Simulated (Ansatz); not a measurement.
Geometry optimisation, RKS PBE0-D4/6-31G* (Ansatz).

Input file:

```yaml
crystal:
  periodic: [false, false, false]
  atoms:
    - { symbol: Si, position_ang: [0.0, 0.0, 0.0] }
    - { symbol: H, position_ang: [0.0, 0.0, 1.46] }
    - { symbol: "N", position_ang: [1.7163, 0.0, -0.6061] }
    - { symbol: H, position_ang: [2.2145, -0.918, -0.7868] }
    - { symbol: H, position_ang: [2.2175, 0.918, -0.7783] }
    - { symbol: F, position_ang: [-0.7489, 1.2974, -0.5295] }
    - { symbol: F, position_ang: [-0.7489, -1.2974, -0.5295] }
basis:
  gaussian: { orbitals: "6-31G*" }
hamiltonian:
  xc: pbe0
  dispersion: d4
relax:
  f_tol: 0.02
  max_steps: 40
```

Run as:

```bash
$ ansatz run input.yaml --threads 1 --pin off --max-ram 2048MiB --backend cpu --events-out ev --progress --plain --runs-dir out
```

Q: Where does it end, and by what steps?

A: The forces met the threshold. The force dipped under the threshold on the way, but the program's further checks kept it going. After 29 steps the energy has fallen by 0.435 eV; H4 moved furthest, 0.86 Å.

```json
{"step": "0", "energy less start (eV)": "0.0000", "largest force component (eV/Å)": "3.270", "accepted": "yes"}
{"step": "2", "energy less start (eV)": "-0.3843", "largest force component (eV/Å)": "0.327", "accepted": "yes"}
{"step": "4", "energy less start (eV)": "-0.3892", "largest force component (eV/Å)": "0.039", "accepted": "yes"}
{"step": "6", "energy less start (eV)": "-0.3902", "largest force component (eV/Å)": "0.018", "accepted": "yes"}
{"step": "8", "energy less start (eV)": "-0.3903", "largest force component (eV/Å)": "0.004", "accepted": "yes"}
{"step": "10", "energy less start (eV)": "-0.3588", "largest force component (eV/Å)": "1.271", "accepted": "no"}
{"step": "12", "energy less start (eV)": "-0.3906", "largest force component (eV/Å)": "0.023", "accepted": "yes"}
{"step": "14", "energy less start (eV)": "-0.3912", "largest force component (eV/Å)": "0.058", "accepted": "yes"}
{"step": "16", "energy less start (eV)": "-0.3930", "largest force component (eV/Å)": "0.124", "accepted": "yes"}
{"step": "18", "energy less start (eV)": "-0.3963", "largest force component (eV/Å)": "0.146", "accepted": "yes"}
{"step": "20", "energy less start (eV)": "-0.3957", "largest force component (eV/Å)": "0.739", "accepted": "no"}
{"step": "22", "energy less start (eV)": "-0.4121", "largest force component (eV/Å)": "0.258", "accepted": "yes"}
{"step": "24", "energy less start (eV)": "-0.3876", "largest force component (eV/Å)": "0.760", "accepted": "no"}
{"step": "26", "energy less start (eV)": "-0.4331", "largest force component (eV/Å)": "0.136", "accepted": "yes"}
{"step": "28", "energy less start (eV)": "-0.4352", "largest force component (eV/Å)": "0.056", "accepted": "no"}
{"step": "29", "energy less start (eV)": "-0.4353", "largest force component (eV/Å)": "0.015", "accepted": "yes"}
```

```xyz
7
Properties=species:S:1:pos:R:3
Si 0.072 -0.002 -0.003
H 0.046 0.327 1.434
N 1.681 -0.089 -0.530
H 1.934 -0.437 -1.444
H 2.383 0.530 -0.149
F -0.834 1.074 -0.772
F -0.632 -1.404 -0.305
```

Whether the end is a true minimum wasn't checked by a vibrational analysis.

The run took 60 s on 1 thread of Arm Neoverse V2 (shared host), peak memory 0.14 GiB.
